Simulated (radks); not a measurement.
Problem. Spherical quantum dot in the effective-mass picture: electrons in a parabolic well V = omega^2 r^2 / 2 with omega = 3.12, with a point charge +1 (a donor) at the centre, all in effective atomic units (hartree* = m*/eps^2 hartree, bohr* = eps/m* bohr), one dielectric constant everywhere. Method: non-relativistic Kohn-Sham, r2SCAN, spin-polarised, spherical densities, generalised Kohn-Sham scheme; computed with a radial shooting solver with Libxc functionals. Levels are named by radial order and angular momentum (1s, 1p, 1d, 2s, ...), and open shells are averaged over m. At N = 14 the configuration is 1s2 1p6 1d(up 5, down 0) 2s(up 1, down 0). Does electron 15 go into 1d down or 1f up or 2s down?

Solution. Into 2s down. The total energies of the other choices lie higher by 0.231 hartree* (1d down), 2.40 hartree* (1f up).
